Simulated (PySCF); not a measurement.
HIMg, singlet, geometry from GFN2-xTB (such geometries of metal compounds can be far from the true shape) (all electrons, no relativity); CAMB3LYP/STO-3G, polarisability in PySCF.

Here is a job for PySCF.
```python
from pyscf import gto, scf, dft
from pyscf.prop import polarizability

mol = gto.M(
    atom='''
Mg   -0.00000000   -0.00000000   -2.03897867
H    -0.00000000   -0.00000000   -3.60248512
I     0.00000000    0.00000000    0.52962696
''',
    basis='sto-3g',
    verbose=4,
)

mf = dft.RKS(mol)
mf.xc = 'camb3lyp'
mf.kernel()
alpha = mf.Polarizability().polarizability()[2, 2]
print('alpha_zz =', alpha)
```

Problem. What does PySCF print? Leave out banner, timings and long lists.

Solution. 
```
site-packages/pyscf/prop/efg/rhf.py:45: UserWarning: Module EFG is under testing
  warnings.warn('Module EFG is under testing')
site-packages/pyscf/prop/efg/dhf.py:30: UserWarning: Module EFG is under testing
  warnings.warn('Module EFG is under testing')
site-packages/pyscf/prop/zfs/uhf.py:40: UserWarning: Module ZFS is under testing
  warnings.warn('Module ZFS is under testing')
site-packages/pyscf/prop/gtensor/uhf.py:43: UserWarning: Module g-tensor is under testing
  warnings.warn('Module g-tensor is under testing')
site-packages/pyscf/prop/gtensor/uks.py:41: UserWarning: Module g-tensor is under testing
  warnings.warn('Module g-tensor is under testing')
site-packages/pyscf/prop/hfc/uks.py:35: UserWarning: Module HFC is under testing
  warnings.warn('Module HFC is under testing')
site-packages/pyscf/prop/magnetizability/rhf.py:39: UserWarning: Module magnetizability is under testing
  warnings.warn('Module magnetizability is under testing')
site-packages/pyscf/prop/magnetizability/uhf.py:37: UserWarning: Module magnetizability is under testing
  warnings.warn('Module magnetizability is under testing')
site-packages/pyscf/prop/magnetizability/rks.py:37: UserWarning: Module magnetizability is under testing
  warnings.warn('Module magnetizability is under testing')
site-packages/pyscf/prop/magnetizability/uks.py:39: UserWarning: Module magnetizability is under testing
  warnings.warn('Module magnetizability is under testing')
site-packages/pyscf/prop/polarizability/uhf.py:34: UserWarning: Module polarizability is under testing
  warnings.warn('Module polarizability is under testing')
site-packages/pyscf/prop/polarizability/rks.py:29: UserWarning: Module polarizability is under testing
  warnings.warn('Module polarizability is under testing')
site-packages/pyscf/prop/polarizability/uks.py:29: UserWarning: Module polarizability is under testing
  warnings.warn('Module polarizability is under testing')
PySCF version 2.14.0

[INPUT] verbose = 4
[INPUT] num. atoms = 3
[INPUT] num. electrons = 66
[INPUT] charge = 0
[INPUT] spin (= nelec alpha-beta = 2S) = 0
[INPUT] symmetry False subgroup None
[INPUT] Mole.unit = angstrom
[INPUT] Symbol           X                Y                Z      unit          X                Y                Z       unit  Magmom
[...]
nuclear repulsion = 141.875894113339
number of shells = 17
number of NR pGTOs = 111
number of NR cGTOs = 37
basis = sto-3g
ecp = {}

******** <class 'pyscf.dft.rks.RKS'> ********
method = RKS
initial guess = minao
damping factor = 0
level_shift factor = 0
DIIS = <class 'pyscf.scf.diis.CDIIS'>
diis_start_cycle = 1
diis_space = 8
diis_damp = 0
SCF conv_tol = 1e-09
SCF conv_tol_grad = None
SCF max_cycles = 50
direct_scf = True
direct_scf_tol = 1e-13
XC library pyscf.dft.libxc version 7.1.2
    S. Lehtola, C. Steigemann, M. J. T. Oliveira, and M. A. L. Marques,  SoftwareX 7, 1–5 (2018)
XC functionals = camb3lyp
    T. Yanai, D. P. Tew, and N. C. Handy,  Chem. Phys. Lett. 393, 51 (2004)
radial grids:
    Treutler-Ahlrichs [JCP 102, 346 (1995); DOI:10.1063/1.469408] (M4) radial grids

becke partition: Becke, JCP 88, 2547 (1988); DOI:10.1063/1.454033
pruning grids: <function nwchem_prune>
grids dens level: 3
symmetrized grids: False
atomic radii adjust function: <function treutler_atomic_radii_adjust>
small_rho_cutoff = 0
Set gradient conv threshold to 3.16228e-05
Initial guess from minao.
tot grids = 50352
init E= -7029.34486505733
[...]
cycle= 1 E= -7051.21227996038  delta_E= -21.9  |g|= 0.305  |ddm|= 1.83
[...]
cycle= 2 E= -7051.26149105264  delta_E= -0.0492  |g|= 0.121  |ddm|= 1.03
[...]
cycle= 3 E= -7051.26549913463  delta_E= -0.00401  |g|= 0.0118  |ddm|= 0.188
[...]
cycle= 4 E= -7051.26555166553  delta_E= -5.25e-05  |g|= 0.00109  |ddm|= 0.0221
[...]
cycle= 5 E= -7051.26555281195  delta_E= -1.15e-06  |g|= 0.000174  |ddm|= 0.00419
[...]
cycle= 6 E= -7051.26555283257  delta_E= -2.06e-08  |g|= 2.15e-05  |ddm|= 0.000507
[...]
cycle= 7 E= -7051.26555283303  delta_E= -4.59e-10  |g|= 1.76e-06  |ddm|= 8.82e-05
[...]
Extra cycle  E= -7051.26555283303  delta_E= -8.19e-12  |g|= 5.39e-07  |ddm|= 7.1e-06
converged SCF energy = -7051.26555283303
Isotropic polarizability 14.7334404993
Polarizability anisotropy 28.5874874969
alpha_zz = 33.79176549725395
```
